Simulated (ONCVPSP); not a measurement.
# C (Z = 6): from the effect back to the setting (ONCV)

Base potential:

C, optimised norm-conserving Vanderbilt (ONCV), made with ONCVPSP 4.0.1 (PBEsol, scalar-relativistic). Core none, reference 1s2 2s2 2p1 (charge +1). Waves: 1s+2s: rc 0.60 bohr, ncon 3, nbas 7, qcut 21 1/bohr, 2 projectors; 2p: rc 2.55 bohr, ncon 5, nbas 9, qcut 5.2 1/bohr, 3 projectors, debl 1.8 Ha; d scattering state at 0.21 Ha: rc 2.00 bohr, ncon 4, nbas 9, qcut 5.6 1/bohr, 2 projectors, debl 3.6 Ha. Local part: polynomial inside 0.45 bohr (lpopt 2, dvloc0 6 Ha). Core correction: none.

Cutoffs, loose and tight: the cutoffs (Ha) at which the residual kinetic energy of the hardest occupied pseudo-wave falls to 1 and 0.1 mHa per electron. They do not see the model core or the augmentation charge, which bear on the density cutoff. Test errors are all-electron minus pseudo excitation energies from the reference, over the configurations 1s2 2s2 2p2; 1s2 2s2 2p0; 1s2 2s1 2p0; 1s2 2s1 2p3; variants that change the core or the reference have their own tests.

Only the scale of all radii (base = 1) is moved (1 further runs of the sweep failed or gave no value and are left out):

```tsv
scale of all radii (base = 1)	cutoff, loose	cutoff, tight	bound ghosts	largest test error (meV)	median size of the test errors
0.82	189 Ha	218 Ha	d	+386	115.6 meV
0.98	169 Ha	193 Ha	none	+596	189.9 meV
1.04	162 Ha	184 Ha	none	+694	227.2 meV
1.14	152 Ha	175 Ha	none	+844	284.6 meV
1.24	143 Ha	165 Ha	none	+1023	353.7 meV
```

**Question.** One more run gave cutoff, loose: 178 Ha; cutoff, tight: 202 Ha; bound ghosts: d; largest test error (meV): +484; median size of the test errors: 149.5 meV. Which value of the scale of all radii (base = 1) was used?

**Answer.** 0.89. The median size of the test errors moves one way along this sweep, from 115.6 meV at 0.82 to 353.7 meV at 1.24, which places the run between 0.82 and 0.98.
